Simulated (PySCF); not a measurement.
C$_{3}$H$_{10}$BClOSi (SMILES C[Si](C)(C)B(O)Cl), singlet, geometry from GFN2-xTB; PySCF with CASSCF(4,5)/STO-3G.

Input for PySCF:
```python
from pyscf import gto, scf, mcscf
import numpy

mol = gto.M(
    atom='''
B     0.770029   -0.095478    0.813413
Cl    0.166365   -1.142873    2.102794
O     1.975012    0.436226    0.964744
H     2.479080    0.238728    1.759863
Si   -0.327491    0.295940   -0.806396
C     0.688600    1.182235   -2.162946
C    -1.813565    1.427198   -0.369256
C    -1.056776   -1.300663   -1.575601
H     0.075968    1.427497   -3.024661
H     1.117042    2.106703   -1.788752
H     1.509826    0.562242   -2.509199
H    -1.482569    2.387294    0.016095
H    -2.444820    0.971154    0.387818
H    -2.432663    1.618868   -1.239986
H    -1.652146   -1.847218   -0.850193
H    -0.275212   -1.969271   -1.925010
H    -1.697641   -1.075356   -2.422131
''',
    basis='sto-3g',
    charge=0,
    spin=0,
    verbose=4,
)

mf = scf.RHF(mol)
mf.kernel()
mc = mcscf.CASSCF(mf, 5, 4)
mc.fix_spin_(ss=0.0)
mc = mc.newton()
mc.kernel()
occ = numpy.linalg.eigvalsh(mc.fcisolver.make_rdm1(mc.ci, mc.ncas, mc.nelecas))[::-1]
ss = mc.fcisolver.spin_square(mc.ci, mc.ncas, mc.nelecas)[0]
print('natural occupations', occ.round(4), ' <S^2>', round(ss, 4))
```

Output, abridged:

```
PySCF version 2.14.0

[INPUT] verbose = 4
[INPUT] num. atoms = 17
[INPUT] num. electrons = 72
[INPUT] charge = 0
[INPUT] spin (= nelec alpha-beta = 2S) = 0
[INPUT] symmetry False subgroup None
[INPUT] Mole.unit = angstrom
[INPUT] Symbol           X                Y                Z      unit          X                Y                Z       unit  Magmom
[INPUT]  1 B      0.770029000000  -0.095478000000   0.813413000000 AA    1.455143917973  -0.180427270921   1.537127796161 Bohr   0.0
[INPUT]  2 Cl     0.166365000000  -1.142873000000   2.102794000000 AA    0.314384286713  -2.159716965160   3.973704756379 Bohr   0.0
[INPUT]  3 O      1.975012000000   0.436226000000   0.964744000000 AA    3.732231772729   0.824347668415   1.823101940317 Bohr   0.0
[INPUT]  4 H      2.479080000000   0.238728000000   1.759863000000 AA    4.684782240887   0.451130538265   3.325659086755 Bohr   0.0
[INPUT]  5 Si    -0.327491000000   0.295940000000  -0.806396000000 AA   -0.618868298260   0.559245549304  -1.523867587945 Bohr   0.0
[INPUT]  6 C      0.688600000000   1.182235000000  -2.162946000000 AA    1.301265409376   2.234100364875  -4.087375562224 Bohr   0.0
[INPUT]  7 C     -1.813565000000   1.427198000000  -0.369256000000 AA   -3.427141159097   2.697013345527  -0.697792709852 Bohr   0.0
[INPUT]  8 C     -1.056776000000  -1.300663000000  -1.575601000000 AA   -1.997017215013  -2.457896850355  -2.977454371591 Bohr   0.0
[INPUT]  9 H      0.075968000000   1.427497000000  -3.024661000000 AA    0.143558714231   2.697578373638  -5.715780909653 Bohr   0.0
[INPUT] 10 H      1.117042000000   2.106703000000  -1.788752000000 AA    2.110903449636   3.981091695800  -3.380251384768 Bohr   0.0
[INPUT] 11 H      1.509826000000   0.562242000000  -2.509199000000 AA    2.853157635748   1.062483395728  -4.741698902033 Bohr   0.0
[INPUT] 12 H     -1.482569000000   2.387294000000   0.016095000000 AA   -2.801649370770   4.511331838817   0.030415141975 Bohr   0.0
[INPUT] 13 H     -2.444820000000   0.971154000000   0.387818000000 AA   -4.620040223859   1.835215084776   0.732869806177 Bohr   0.0
[INPUT] 14 H     -2.432663000000   1.618868000000  -1.239986000000 AA   -4.597066823363   3.059217151822  -2.343233938295 Bohr   0.0
[INPUT] 15 H     -1.652146000000  -1.847218000000  -0.850193000000 AA   -3.122103457796  -3.490736112367  -1.606631923022 Bohr   0.0
[INPUT] 16 H     -0.275212000000  -1.969271000000  -1.925010000000 AA   -0.520075306194  -3.721382855048  -3.637741687049 Bohr   0.0
[INPUT] 17 H     -1.697641000000  -1.075356000000  -2.422131000000 AA   -3.208076547833  -2.032128326408  -4.577164227819 Bohr   0.0

nuclear repulsion = 428.850624763656
number of shells = 35
number of NR pGTOs = 159
number of NR cGTOs = 53
basis = sto-3g
ecp = {}

******** <class 'pyscf.scf.hf.RHF'> ********
method = RHF
initial guess = minao
damping factor = 0
level_shift factor = 0
DIIS = <class 'pyscf.scf.diis.CDIIS'>
diis_start_cycle = 1
diis_space = 8
diis_damp = 0
SCF conv_tol = 1e-09
SCF conv_tol_grad = None
SCF max_cycles = 50
direct_scf = True
direct_scf_tol = 1e-13
Set gradient conv threshold to 3.16228e-05
Initial guess from minao.
init E= -956.916729305627
  HOMO = -0.301477538440996  LUMO = 0.108973320455186  gap/eV = 11.16894
cycle= 1 E= -956.514362101917  delta_E= 0.402  |g|= 0.481  |ddm|= 4.67
  HOMO = -0.331942579958193  LUMO = 0.235620465937461  gap/eV = 15.44418
cycle= 2 E= -956.597235477875  delta_E= -0.0829  |g|= 0.172  |ddm|= 0.89
  HOMO = -0.323398398906359  LUMO = 0.267942282122112  gap/eV = 16.09120
cycle= 3 E= -956.606958648827  delta_E= -0.00972  |g|= 0.037  |ddm|= 0.26
  HOMO = -0.333815875225562  LUMO = 0.265069203602341  gap/eV = 16.29649
cycle= 4 E= -956.607688512992  delta_E= -0.00073  |g|= 0.00416  |ddm|= 0.093
  HOMO = -0.333992509651121  LUMO = 0.263391574217345  gap/eV = 16.25565
cycle= 5 E= -956.607699864054  delta_E= -1.14e-05  |g|= 0.00116  |ddm|= 0.0111
  HOMO = -0.333877180802963  LUMO = 0.263732640277977  gap/eV = 16.26179
cycle= 6 E= -956.607701025111  delta_E= -1.16e-06  |g|= 0.000289  |ddm|= 0.00365
  HOMO = -0.333911541662529  LUMO = 0.263765829958445  gap/eV = 16.26363
cycle= 7 E= -956.607701101902  delta_E= -7.68e-08  |g|= 6.91e-05  |ddm|= 0.000958
  HOMO = -0.333914050549042  LUMO = 0.263747515398047  gap/eV = 16.26320
cycle= 8 E= -956.607701105845  delta_E= -3.94e-09  |g|= 1.63e-05  |ddm|= 0.000218
  HOMO = -0.333910598773425  LUMO = 0.263751407665356  gap/eV = 16.26321
cycle= 9 E= -956.607701106022  delta_E= -1.77e-10  |g|= 4.25e-06  |ddm|= 4.11e-05
  HOMO = -0.333910651612922  LUMO = 0.263751285635735  gap/eV = 16.26321
Extra cycle  E= -956.607701106029  delta_E= -7.5e-12  |g|= 1.83e-06  |ddm|= 7.64e-06
converged SCF energy = -956.607701106029

******** <class 'pyscf.mcscf.newton_casscf.CASSCF'> ********
CAS (2e+2e, 5o), ncore = 34, nvir = 14
max_cycle_macro = 50
max_cycle_micro = 10
conv_tol = 1e-07
conv_tol_grad = None
orbital rotation max_stepsize = 0.03
augmented hessian ah_max_cycle = 30
augmented hessian ah_conv_tol = 1e-12
augmented hessian ah_linear dependence = 1e-14
augmented hessian ah_level shift = 1e-08
augmented hessian ah_start_tol = 500
augmented hessian ah_start_cycle = 3
augmented hessian ah_grad_trust_region = 3
kf_trust_region = 3
kf_interval = 5
natorb = False
canonicalization = True
internal_rotation = False
******** <class 'pyscf.fci.addons.SpinPenaltyFCISolver'> ********
max. cycles = 50
conv_tol = 1e-08
davidson only = True
linear dependence = 1e-12
level shift = 0.001
max iter space = 12
nroots = 1
pspace_size = 400
spin = None

WARN: SO-CASSCF (Second order CASSCF) is an experimental feature. Its performance is bad for large systems.

CASCI E = -956.611050100075  dE = -956.61105  S^2 = 0.0000000
Set conv_tol_grad to 0.000316228
macro 1 (19 JK  14 micro), CASSCF E = -956.618589798486  dE = -0.00754  |grad|=0.102  S^2 = 0.0000000
macro 2 (17 JK  12 micro), CASSCF E = -956.63033792229  dE = -0.01175  |grad|=0.0401  S^2 = 0.0000000
macro 3 (10 JK  6 micro), CASSCF E = -956.633650786753  dE = -0.003313  |grad|=0.0107  S^2 = 0.0000000
macro 4 (12 JK  7 micro), CASSCF E = -956.634138713337  dE = -0.0004879  |grad|=0.00305  S^2 = 0.0000000
macro 5 (15 JK  9 micro), CASSCF E = -956.634167668327  dE = -2.895e-05  |grad|=8.34e-05  S^2 = 0.0000000
macro 6 (8 JK  4 micro), CASSCF E = -956.63416817695  dE = -5.086e-07  |grad|=5.05e-05  S^2 = 0.0000000
macro 7 (1 JK  0 micro), CASSCF E = -956.634168176952  dE = -2.274e-12  |grad|=2.39e-05  S^2 = 0.0000000
newton CASSCF converged in 7 macro (18 KF 64 Hx) steps
CASSCF canonicalization
Density matrix diagonal elements [1.97768992 1.97949659 0.00916668 0.01313298 0.02051382]
CASSCF energy = -956.634168176952
CASCI E = -956.634168176952  E(CI) = -4.01290022365038  S^2 = 0.0000000
natural occupations [1.9818 1.9756 0.0234 0.0156 0.0036]  <S^2> 0.0
```
